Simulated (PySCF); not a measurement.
**O²⁺: ionisation energy**

O²⁺ [He] 2s2 2p2 (3P) → O³⁺ [He] 2s2 2p1 (2P), as a difference of total energies. All numbers are calculated (PySCF 2.14, the non-relativistic Hamiltonian (point nucleus), in aug-cc-pVQZ with one added diffuse shell each of s, p, d, f, g type (7s6p5d4f3g, 105 functions)). Correlated levels: valence: 1s2 frozen. The calculations carry no spin-orbit coupling.

```
           method  ionisation energy (eV)  plus first-order spin-orbit estimate  difference from reference of that sum (eV)
              UHF                  54.608                                54.603                                      -0.333
              LDA                  55.418                                55.413                                      +0.477
              PBE                  55.266                                55.261                                      +0.325
             PBE0                  55.301                                55.296                                      +0.360
           r2SCAN                  55.598                                55.593                                      +0.657
        BHandHLYP                  55.305                                55.300                                      +0.364
          r2SCAN0                  55.543                                55.538                                      +0.602
           revPBE                  55.193                                55.188                                      +0.252
           PBEsol                  55.158                                55.153                                      +0.217
    MP2 (valence)                  55.040                                55.035                                      +0.099
SCS-MP2 (valence)                  54.887                                54.882                                      -0.054
```

Reference: 54.936 eV (semi-empirical (NIST evaluation); NIST Atomic Spectra Database, ionization energies).

A first-order spin-orbit estimate (lowest level to lowest level, LS coupling) adds -0.005 eV.

Errors of the correlated levels include the incompleteness of this basis and the frozen core.
